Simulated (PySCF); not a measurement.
## Bromine: a sound run and one with changed settings

Sound run: Br²⁺ [Ar] 3d10 4s2 4p3, Br³⁺ [Ar] 3d10 4s2 4p2. All numbers are calculated (PySCF 2.14, scalar relativity through the core potential, in aug-cc-pVDZ-PP with ECP10MDF). In the sound run the correlated levels freeze 3s2 3p6 3d10 outside the core potential. The sound run starts from symmetry-adapted Hartree-Fock orbitals and uses a fine grid where one is needed.

Changed run: initial guess 1e, at most 50 SCF cycles.

```
species   method  sound run (hartree)  changed run (hartree)  converged
   Br²⁺      UHF           -414.33901             -414.33901        yes
   Br²⁺     MN15           -416.01768             -416.01768        yes
   Br²⁺  CCSD(T)           -414.41259             -414.41259        yes
   Br³⁺     TPSS           -414.20356             -414.20356        yes
   Br³⁺      MP2           -413.11171             -413.11171        yes
```

Here the plain start reaches the same solutions.
